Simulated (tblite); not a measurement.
Run record: tight-binding relaxation, `CO[C@H](C#[O+])OC(F)F`.

Computed with GFN2-xTB geometry optimisation, gas phase (tblite 0.8.0). Start geometry: from a force field or distance geometry. The input is one job of a driver script: a line of settings, then coordinates in Å.

Command:
```bash
OMP_NUM_THREADS=1 python probes_run.py task.json out
```

Input:
```
{"job": {"kind": "relax", "xc": "GFN2-xTB", "basis": "xTB"}, "charge": 1, "multiplicity": 1}
C      2.020200     0.262500     0.315300
O      0.934700     1.162400     0.306900
C     -0.108500     0.529300    -0.301700
C     -0.480400     1.231000    -1.558300
O     -0.755700     1.738000    -2.509900
O     -1.248000     0.383900     0.451800
C     -1.663700    -0.914200     0.668900
F     -2.902200    -1.034500     0.044600
F     -1.913200    -1.166700     2.022500
H      2.295500    -0.016800    -0.722200
H      2.903100     0.659500     0.828100
H      1.703400    -0.679400     0.831000
H      0.237500    -0.490700    -0.594800
H     -1.023500    -1.664700     0.195700
```

Output:
```
step      E/eV     max force
  0    -875.77447    3.121
  1    -876.00036    1.367
  2    -875.98293    3.822
  3    -876.07572    0.632
  4    -876.10208    0.491
  5    -876.15608    0.723
  6    -876.18675    0.716
  7    -876.21908    0.598
  8    -876.26663    0.912
  9    -876.31870    0.967
... (128 lines left out)
138    -877.02838    0.060
139    -877.02869    0.092
140    -877.02912    0.050
141    -877.02922    0.045
142    -877.02935    0.036
143    -877.02943    0.022
144    -877.02948    0.018
145    -877.02951    0.018
146    -877.02954    0.011
147    -877.02956    0.009
```

«max force» is the largest atomic force in eV/Å.

Task: From which step on does the largest force stay under 0.1 eV/Å, and how much energy is left to gain from there?

Result: From step 138 (0.060 eV/Å), 1.2 meV above the end.

Summary of the converged run: energy lowered by 28.9 kcal/mol over 147 steps; largest atomic force 0.009 eV/Å at the end.

Task: Where do the atoms end?

Result: 1.084 Å rms from the input after alignment:
```
atom  x, y, z in Å
C1     2.3391    0.4255   -0.0028
O2     1.0017    0.8435    0.3052
C3    -0.0178    0.0686   -0.1787
C4    -0.9237    1.1247   -0.6672
O5    -1.3026    2.0848   -1.0845
O6    -0.5808   -0.7584    0.8141
C7    -1.8856   -1.0554    0.6279
F8    -2.0729   -1.7657   -0.4898
F9    -2.5646    0.1183    0.4036
H10    2.5257    0.4312   -1.0786
H11    2.9725    1.1685    0.4787
H12    2.5336   -0.5636    0.4141
H13    0.2678   -0.5465   -1.0691
H14   -2.2931   -1.5759    1.5048
```

Time: 0.86 s wall. Hardware: one thread, Arm Neoverse V1 (aarch64), no GPU, on a shared host.
Labels such as C1 count atoms from 1, the log's own numbers from 0.
